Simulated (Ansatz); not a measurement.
System: C5H11O, net charge 1, singlet state. It need not be the lowest isomer of its formula. 
Structure (B3LYP-D3(BJ)/def2-TZVP (Ansatz, a quantum-chemistry and plane-wave program) minimum search):
SMILES: CCCC(C)=[OH+]
```xyz
17

C      2.6683     0.6400    -0.5038
C      1.4961    -0.1489     0.0722
C      0.1610     0.4657    -0.3447
C     -1.0644    -0.1847     0.1277
O     -0.9412    -1.3580     0.6178
C     -2.3807     0.4729     0.0662
H      2.6592     1.6762    -0.1608
H      2.6479     0.6434    -1.5951
H      3.6117     0.1955    -0.1906
H      1.5394    -1.1864    -0.2623
H      1.5536    -0.1671     1.1629
H      0.0532     0.4642    -1.4450
H      0.0846     1.5306    -0.0912
H     -2.4394     1.1507    -0.7846
H     -2.4717     1.0915     0.9700
H     -3.2087    -0.2366     0.0525
H     -1.7822    -1.7685     0.8961
```
Charge +1, spin multiplicity 1.

Total electronic energies in hartree. Valence correlation only, unless marked. No spin-orbit coupling. Non-relativistic. CBS marks a two-point X^-3 extrapolation of the correlation energy; Hartree-Fock from the larger set.

| level | program | energy (Eh) |
|---|---|---|
| HF/cc-pVDZ | Ansatz | -270.38857 |
| BLYP/def2-TZVPD | Ansatz | (withheld) |
| B3LYP/def2-TZVPD | Ansatz | (withheld) |
| PBE0-D4/def2-TZVPD | Ansatz + dftd4 | -271.89980 |
| BHLYP-D3(BJ)/def2-TZVPD | Ansatz + dftd3 | (withheld) |
| MP2/cc-pVTZ | Ansatz | -271.54323 |
| SCS-MP2/cc-pVDZ | Ansatz | -271.25713 |
| CCSD(T)/cc-pwCVTZ | Ansatz | -271.66000 |
| CCSD(T)/CBS(cc-pVTZ,cc-pVQZ) | Ansatz | -271.7703 |

Problem. Some entries are withheld; supply them.

Solution. 
- BLYP/def2-TZVPD, energy (Eh): -272.08776
- B3LYP/def2-TZVPD, energy (Eh): -272.22423
- BHLYP-D3(BJ)/def2-TZVPD, energy (Eh): -272.06583
